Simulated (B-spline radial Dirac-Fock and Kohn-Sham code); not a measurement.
# Electron momentum distribution of Tb⁵⁸⁺: Compton profiles

System: the Tb⁵⁸⁺ ion, configuration 1s2 2s2 2p3.

The computed values come from an atomic code on a B-spline grid: the impulse approximation on Dirac-Fock orbitals of the configuration average with a finite nucleus. pz is in atomic units of momentum; subshell profiles are per electron, for a selection of subshells; open shells are spread over both j values by their weights.

```csv
pz,J total,J 1s1/2,J 2s1/2,J 2p3/2
0,0.1682,0.0119,0.0406,0.0215
0.8,0.1678,0.0119,0.0404,0.0215
1,0.1676,0.0119,0.0403,0.0215
1.2,0.1674,0.0119,0.0402,0.0215
1.4,0.1671,0.0119,0.0401,0.0215
1.6,0.1668,0.0119,0.0399,0.0215
1.8,0.1664,0.0119,0.0397,0.0215
2,0.1660,0.0119,0.0395,0.0215
2.5,0.1647,0.0119,0.0389,0.0215
3,0.1632,0.0119,0.0382,0.0215
4,0.1595,0.0118,0.0365,0.0215
5,0.1549,0.0117,0.0343,0.0214
7,0.1436,0.0116,0.0293,0.0211
10,0.1233,0.0112,0.0210,0.0200
15,0.08907,0.0104,0.00975,0.0164
20,0.06195,0.00935,0.00377,0.0118
30,0.03136,0.00711,0.00113,0.00475
40,0.01774,0.00506,0.00107,0.00167
60,0.006692,0.00235,0.000595,0.000227
100,0.001299,0.000518,0.000110,1.00e-05
```

J(0) = 0.1682. The 2s1/2 subshell gives the largest part, 48 %.

Mean momentum ⟨p⟩ by subshell (a.u.): 1s1/2 64.2, 2s1/2 23.9, 2p1/2 31.4, 2p3/2 28.9.
